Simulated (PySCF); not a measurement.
**Ti²⁺: excitation energy**

Ti²⁺ [Ar] 3d2 (3F) → Ti²⁺ [Ar] 3d1 4s1 (3D), as a difference of total energies. Computed with PySCF 2.14 in ANO-RCC-VTZP (6s5p3d2f1g, 59 functions), with the spin-free X2C one-electron Hamiltonian (Gaussian nucleus). Correlated levels: valence: [Ar] frozen; valence and next inner shell: [Ne] frozen. The calculations carry no spin-orbit coupling.

```csv
method,excitation energy (cm⁻¹)
UHF,37064
LDA,38502
PBE,39289
PBE0,40017
r2SCAN,41987
B3LYP,39037
HSE06,39621
revPBE,39982
MP2 (valence),37360
SCS-MP2 (valence),37163
MP2 (valence and next inner shell),36682
SCS-MP2 (valence and next inner shell),36984
```

A first-order spin-orbit estimate (lowest level to lowest level, LS coupling) adds 0.006 eV.

The basis was made for the ground configuration and has no added diffuse functions, so the excitation energy can come out too high.
